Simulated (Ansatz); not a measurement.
Isolated molecules relaxed with PBE0-D4/def2-TZVP in Ansatz; ΔE leaves out vibrations. CBS: MP2 limit from def2 TZ/QZ plus the TZ coupled-cluster correction, frozen cores. This one scheme is used for every species, atoms too. DFT in def2-TZVPP. No spin–orbit coupling; open shells (•) take unrestricted orbitals. Spin–orbit coupling would lower the free atoms: a little for C, O; clearly for Se; strongly for Sn. def2 core potentials past Kr. For Se, Sn outer-core shells are correlated without core-valence functions, so the limit isn't a true one: a few kJ/mol of doubt a bond, and 10 to 20 or more in all where bonds break to atoms. Scalar relativity is left out up to krypton. One conformer a species, not always the lowest.

`C[O][SnH2][SeH]` → C• + 6 H• + O• + Se• + Sn•  (atomization)

Problem. What is ΔE at CCSD(T)/CBS? (Best estimate.)

Solution. The calculation gave: +3102.5 kJ/mol.

Problem. What do these levels give: PBE-D4, B97M-V, r2SCANh-D4, LC-ωPBE, SCS-MP2/def2-TZVPP, SCS-MP2/def2-QZVPP? (An estimate is asked.)

Solution. Computed: PBE-D4 3105.8, B97M-V 3095.7, r2SCANh-D4 3050.6, LC-ωPBE 3028.6, SCS-MP2/def2-TZVPP 3009.9, SCS-MP2/def2-QZVPP 3075.0 kJ/mol.

Largest T1 diagnostic among the species: 0.012.

In def2-TZVPP, CCSD(T) changes the Hartree–Fock value by +871.7 kJ/mol (the triples alone add +50.8 kJ/mol) and MP2 by +878.0 kJ/mol; breaking electron pairs costs correlation energy, which Hartree–Fock lacks. From BLYP to BHLYP (50 % exact exchange), in def2-TZVPP and without D4, ΔE moves by −70.9 kJ/mol: exact exchange takes away binding that semilocal exchange gives to molecules. The D4 term adds +35.4 kJ/mol with B3LYP and +18.8 kJ/mol with PBE0; it sums over pairs of atoms, weighted by their polarisabilities, and B3LYP, whose exchange is more repulsive, gets the larger term.

B3LYP here is the variant with VWN-RPA as its local correlation; programs differ in this.

For atomizations the MP2-based limit and the directly extrapolated one differ by several kJ/mol either way, and by 10 to 25 for some Ge, Se and Sn compounds, so smaller differences from it don't rank the levels.
